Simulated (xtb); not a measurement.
GaF, SMILES [F][Ga] (connectivity only; charge and spin as stated), neutral, multiplicity 1. All values are semi-empirical tight-binding results from xtb (GFN2-xTB unless named), good for trends rather than for accurate numbers. The structure is a stationary point at GFN2-xTB.

Optimised geometry:

```xyz
2

Ga     0.0000     0.0000    -0.4043
F      0.0000     0.0000     1.3926
```

For metal compounds this method's bond lengths and energies can be far off.

Computed properties:
- point group as xtb finds it: C∞v
- orbital gap: 6.43 eV

Computed atomic charges and the Wiberg bond orders between heavy atoms:
charges (e) Ga1 0.37, F2 -0.37. Bond orders Ga1–F2 1.12.
